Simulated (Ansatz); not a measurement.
Basis sets compared for AsMe2(NMe2) (C₄H₁₂AsN). Total charge 0; singlet. Geometry r2SCAN-D4/def2-SVP. Ansatz on 2 threads of AMD EPYC 7R13 on a shared host and a share (18 GiB) of an NVIDIA H100 80GB HBM3; times are rough, and most runs start from earlier orbitals.

```xyz
18

As    0.9725    0.6189    0.3609
C     1.7080   -1.1555    0.7888
H     1.5650   -1.3965    1.8519
H     2.7896   -1.1452    0.5845
H     1.2173   -1.9171    0.1635
C     1.4701    0.5672   -1.5421
H     0.9964   -0.3021   -2.0237
H     2.5653    0.4820   -1.6144
H     1.1660    1.4907   -2.0556
N    -0.8184    0.0159    0.0998
C    -1.6408    0.9914   -0.5927
C    -1.4487   -0.3997    1.3399
H    -2.6221    0.5401   -0.8264
H    -1.1798    1.2811   -1.5498
H    -1.8384    1.9208   -0.0098
H    -0.8387   -1.1608    1.8512
H    -1.6366    0.4310    2.0590
H    -2.4267   -0.8624    1.1150
```

Binding counts from free atoms (As quartet, C triplet, H doublet, N quartet) in the same basis, without a counterpoise term.

```tsv
level	functions	energy (Eh)	HOMO (eV)	LUMO (eV)	binding per atom (eV)	wall time
PBE-D4/def2-SVP	162	-2449.2074	-4.36	0.00	3.87	3.1 s
PBE0-D4/def2-SVP	162	-2449.3098	-5.60	0.89	3.81	5.5 s
```

(1) Estimate the rows for PBE-D4/def2-TZVP, PBE0-D4/def2-TZVP.

Results:

(1) 
| level | functions | energy (Eh) | HOMO (eV) | LUMO (eV) | binding per atom (eV) | wall time |
| --- | --- | --- | --- | --- | --- | --- |
| PBE-D4/def2-TZVP | 275 | -2449.7252 | -4.54 | -0.26 | 3.85 | 4.3 s |
| PBE0-D4/def2-TZVP | 275 | -2449.8210 | -5.72 | 0.63 | 3.79 | 7 s |
